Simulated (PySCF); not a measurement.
B(H)2(SeH) (BH₃Se), SMILES B[SeH].

Geometry: PBE0-D3(BJ)/def2-TZVP.

Computed with M06-2X/def2-TZVPD run with PySCF.

Symmetry labels are those of the subgroup Cs that the program uses (full group Cs).

Computed valence orbital energies around the gap with their symmetry:
```tsv
orbital	symmetry	energy (eV)
HOMO−7	A'	-63.68
HOMO−6	A"	-63.67
HOMO−5	A'	-21.84
HOMO−4	A'	-15.55
HOMO−3	A'	-12.90
HOMO−2	A'	-11.15
HOMO−1	A'	-10.10
HOMO	A"	-8.97
LUMO	A"	-0.60
LUMO+1	A'	0.04
LUMO+2	A'	0.54
LUMO+3	A'	0.65
```
